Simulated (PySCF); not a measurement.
C₂H₈Zr, SMILES [ZrH2]([CH3])[CH3], multiplicity 1.

The structure is a stationary point at B3LYP-D3(BJ)/def2-SVP. The spin state was assumed, not searched. The structure was generated by enumeration; whether it is a known compound was not checked. The def2 effective core potentials stand for the cores of Zr; spin–orbit coupling is left out.

Method: PBE/def2-TZVPD in PySCF.

```
Quantity                                                                                                        Value
---------------------------------------------------------------------------------------------  ----------------------
total energy                                                                                       -127.94181 hartree
point group                                                                                                       C2v
highest occupied level                                                                                       -6.55 eV
lowest empty level                                                                                           -2.60 eV
orbital gap                                                                                                   3.95 eV
dipole moment                                                                                                  1.27 D
quadrupole, principal values (traceless, Buckingham form, about the centre of nuclear charge)  -2.71, -0.47, 3.18 D·Å
mean static polarisability                                                                      83.7 bohr³ (12.41 Å³)
polarisability, principal values                                                               74.1, 81.8, 95.3 bohr³
```
